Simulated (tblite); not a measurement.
Species: C6H14P (charge +1).
Atom-mapped SMILES: `[CH2:1]=[CH:2][PH2+:3][CH2:4][CH:5]([CH3:6])[CH3:7]` (hydrogens: H8, H9 on C1; H10 on C2; H11, H12 on P3; H13, H14 on C4; H15 on C5; H16, H17, H18 on C6; H19, H20, H21 on C7)
Bond orders are those of one Lewis drawing.

Computed with GFN2-xTB (tblite), gas phase: L-BFGS steps from a force-field or distance-geometry start until the largest atomic force falls under 0.01 eV/Å.

Step 59: E = -599.9520 eV
```
atom  x, y, z in Å  |  force x, y, z in eV/Å
C1      3.5080    0.7675    0.6836    0.001   0.013  -0.027
C2      2.7173   -0.2189    0.2779    0.012   0.018   0.005
P3      0.9571   -0.2339    0.6001    0.035   0.007   0.004
C4      0.0153    0.0226   -0.9246    0.001   0.000  -0.004
C5     -1.5112   -0.0056   -0.7345   -0.010  -0.001  -0.010
C6     -1.9822   -1.3752   -0.2619   -0.003   0.006  -0.008
C7     -1.9623    1.0865    0.2291    0.006  -0.008  -0.016
H8      3.1379    1.6130    1.2438    0.013  -0.021   0.009
H9      4.5632    0.7702    0.4616   -0.014  -0.018   0.011
H10     3.0944   -1.0631   -0.2890   -0.011   0.016   0.008
H11     0.6854    0.7414    1.5257    0.014  -0.004   0.021
H12     0.6245   -1.4367    1.1750    0.014   0.010   0.017
H13     0.3357   -0.7552   -1.6287   -0.017  -0.013  -0.004
H14     0.3354    0.9882   -1.3344    0.008   0.008   0.008
H15    -1.9426    0.1927   -1.7198   -0.024   0.006  -0.010
H16    -1.6520   -1.5682    0.7598   -0.023   0.002  -0.007
H17    -3.0679   -1.4146   -0.2720    0.009  -0.015   0.013
H18    -1.6114   -2.1665   -0.9096   -0.009   0.006  -0.002
H19    -1.6504    0.8535    1.2489   -0.014   0.005  -0.016
H20    -1.5568    2.0550   -0.0565   -0.007  -0.005   0.007
H21    -3.0463    1.1642    0.2256    0.018  -0.011   0.001
```

Step 60: E = -599.9523 eV
```
atom  x, y, z in Å  |  force x, y, z in eV/Å
C1      3.5101    0.7652    0.6862    0.000   0.010  -0.031
C2      2.7163   -0.2168    0.2748    0.032   0.023   0.016
P3      0.9572   -0.2306    0.6009    0.044   0.011  -0.005
C4      0.0157    0.0221   -0.9238   -0.015   0.003  -0.019
C5     -1.5110   -0.0071   -0.7356   -0.017   0.005  -0.003
C6     -1.9830   -1.3758   -0.2619   -0.002   0.007  -0.012
C7     -1.9629    1.0846    0.2277    0.002   0.002  -0.008
H8      3.1431    1.6072    1.2540    0.012  -0.026   0.002
H9      4.5649    0.7686    0.4614   -0.024  -0.023   0.013
H10     3.0912   -1.0585   -0.2976   -0.014   0.023   0.007
H11     0.6882    0.7474    1.5233    0.010   0.006   0.034
H12     0.6249   -1.4311    1.1796    0.010  -0.002   0.021
H13     0.3377   -0.7566   -1.6261   -0.017  -0.013  -0.008
H14     0.3330    0.9878   -1.3356    0.017   0.004   0.010
H15    -1.9423    0.1911   -1.7212   -0.019   0.003  -0.005
H16    -1.6517   -1.5687    0.7595   -0.024   0.000  -0.013
H17    -3.0689   -1.4129   -0.2710    0.011  -0.019   0.015
H18    -1.6143   -2.1671   -0.9105   -0.008  -0.001   0.000
H19    -1.6507    0.8529    1.2475   -0.007  -0.001  -0.011
H20    -1.5595    2.0539   -0.0575    0.000   0.001   0.001
H21    -3.0467    1.1615    0.2260    0.008  -0.014  -0.005
```

Step 61: E = -599.9527 eV
```
atom  x, y, z in Å  |  force x, y, z in eV/Å
C1      3.5136    0.7616    0.6909    0.000   0.005  -0.026
C2      2.7156   -0.2130    0.2700    0.048   0.024   0.026
P3      0.9579   -0.2245    0.6001    0.037   0.015  -0.012
C4      0.0152    0.0216   -0.9245   -0.028   0.005  -0.031
C5     -1.5116   -0.0092   -0.7373   -0.018   0.013   0.003
C6     -1.9839   -1.3769   -0.2616   -0.002   0.006  -0.015
C7     -1.9636    1.0819    0.2260   -0.005   0.015   0.004
H8      3.1511    1.5979    1.2700    0.008  -0.024  -0.005
H9      4.5681    0.7638    0.4650   -0.021  -0.024   0.010
H10     3.0866   -1.0511   -0.3101   -0.013   0.027   0.002
H11     0.6924    0.7577    1.5182    0.006   0.016   0.044
H12     0.6256   -1.4213    1.1856    0.006  -0.011   0.023
H13     0.3389   -0.7589   -1.6240   -0.017  -0.010  -0.012
H14     0.3286    0.9874   -1.3395    0.026  -0.003   0.011
H15    -1.9437    0.1886   -1.7230   -0.012  -0.001   0.003
H16    -1.6510   -1.5694    0.7595   -0.021  -0.003  -0.017
H17    -3.0698   -1.4119   -0.2684    0.006  -0.023   0.015
H18    -1.6180   -2.1684   -0.9111   -0.005  -0.009   0.001
H19    -1.6511    0.8513    1.2457    0.005  -0.010  -0.001
H20    -1.5628    2.0520   -0.0582    0.009   0.009  -0.009
H21    -3.0471    1.1578    0.2269   -0.009  -0.016  -0.014
```

Step 62: E = -599.9532 eV
```
atom  x, y, z in Å  |  force x, y, z in eV/Å
C1      3.5185    0.7566    0.6982    0.001  -0.002  -0.012
C2      2.7154   -0.2076    0.2639    0.049   0.018   0.031
P3      0.9590   -0.2152    0.5971    0.012   0.016  -0.012
C4      0.0134    0.0215   -0.9276   -0.030   0.003  -0.031
C5     -1.5133   -0.0118   -0.7395   -0.014   0.018   0.009
C6     -1.9845   -1.3784   -0.2609   -0.004   0.002  -0.015
C7     -1.9644    1.0786    0.2244   -0.014   0.025   0.015
H8      3.1615    1.5853    1.2911    0.003  -0.015  -0.011
H9      4.5729    0.7553    0.4736   -0.004  -0.022   0.001
H10     3.0811   -1.0409   -0.3262   -0.006   0.027  -0.006
H11     0.6977    0.7726    1.5101    0.004   0.020   0.045
H12     0.6265   -1.4072    1.1924    0.004  -0.012   0.018
H13     0.3388   -0.7620   -1.6231   -0.017  -0.005  -0.015
H14     0.3225    0.9870   -1.3470    0.033  -0.012   0.011
H15    -1.9472    0.1851   -1.7248   -0.005  -0.004   0.012
H16    -1.6498   -1.5703    0.7597   -0.013  -0.004  -0.019
H17    -3.0702   -1.4121   -0.2638   -0.005  -0.024   0.011
H18    -1.6220   -2.1708   -0.9109    0.000  -0.016   0.001
H19    -1.6514    0.8486    1.2437    0.018  -0.018   0.008
H20    -1.5660    2.0497   -0.0587    0.016   0.017  -0.019
H21    -3.0476    1.1531    0.2284   -0.028  -0.014  -0.022
```

**Question.** Estimate the geometry and energy of step 63. (The exact step hangs on the optimiser's Hessian estimate; all steps are aligned on step 62, rigid shifts and turns removed.)

**Answer.** E = -599.9537 eV, largest force 0.047 eV/Å
```
atom  x, y, z in Å  |  force x, y, z in eV/Å
C1      3.5241    0.7510    0.7069    0.007  -0.009   0.006
C2      2.7158   -0.2016    0.2578    0.030   0.007   0.028
P3      0.9602   -0.2042    0.5924   -0.017   0.014  -0.002
C4      0.0106    0.0217   -0.9324   -0.018  -0.001  -0.016
C5     -1.5156   -0.0142   -0.7415   -0.006   0.017   0.011
C6     -1.9847   -1.3803   -0.2600   -0.009  -0.003  -0.012
C7     -1.9654    1.0756    0.2235   -0.019   0.027   0.019
H8      3.1725    1.5713    1.3138   -0.003  -0.001  -0.013
H9      4.5784    0.7444    0.4854    0.019  -0.015  -0.009
H10     3.0755   -1.0291   -0.3437    0.002   0.025  -0.012
H11     0.7030    0.7897    1.5007    0.005   0.015   0.036
H12     0.6273   -1.3913    1.1988    0.005  -0.003   0.009
H13     0.3374   -0.7652   -1.6236   -0.019   0.002  -0.016
H14     0.3160    0.9864   -1.3565    0.035  -0.018   0.007
H15    -1.9519    0.1813   -1.7263   -0.004  -0.003   0.019
H16    -1.6482   -1.5714    0.7599    0.000  -0.004  -0.017
H17    -3.0701   -1.4137   -0.2581   -0.018  -0.023   0.003
H18    -1.6256   -2.1740   -0.9100    0.005  -0.016  -0.001
H19    -1.6511    0.8450    1.2422    0.026  -0.019   0.010
H20    -1.5685    2.0474   -0.0592    0.017   0.019  -0.022
H21    -3.0483    1.1483    0.2299   -0.039  -0.007  -0.025
```

The energy changes by -0.0005 eV. The first-order estimate −F·Δx gives -0.0007 eV and the mean of the old and new forces, exact on a quadratic surface, -0.0005 eV. The step makes an angle of 85° with the force vector and moves no atom by more than 0.029 Å.
